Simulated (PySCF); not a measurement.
# Electronic structure of Cu³⁺ (copper, charge +3) at the MN15 level

Configuration: [Ar] 3d8, high-spin 3F determinant. Calculation: PySCF 2.14, in aug-cc-pwCVTZ-PP with ECP10MDF (8s8p7d4f3g, 122 functions); a scalar-relativistic core potential.

```json
{
  "Total energy": "-195.1041 hartree",
  "One-electron energy": "-325.1134 hartree",
  "Hartree (Coulomb) energy": "148.0259 hartree",
  "Exchange-correlation energy": "-18.0166 hartree",
  "⟨S²⟩": "2.0015",
  "⟨L²⟩": "12.009",
  "Sum of ⟨r⟩": "12.69 bohr",
  "Sum of ⟨r²⟩": "12.28 bohr²",
  "Time after the integrals": "7.9 s of wall time on 1 thread of Neoverse-V1 (shared host)"
}
```

```
shell  electrons  mean orbital energy (hartree)  spread (hartree)  rms radius, mean of both spins (bohr)
 3s α          1                       -5.91600                 0                                  0.779
 3s β          1                       -5.84494                 0                                  0.779
 3p α          3                       -4.40297                 0                                  0.819
 3p β          3                       -4.31592                 0                                  0.819
 3d α          5                       -2.03471           0.04838                                  0.938
 3d β          3                       -1.92165                 0                                  0.938
```

Energies and moments cover only the electrons outside the core potential.
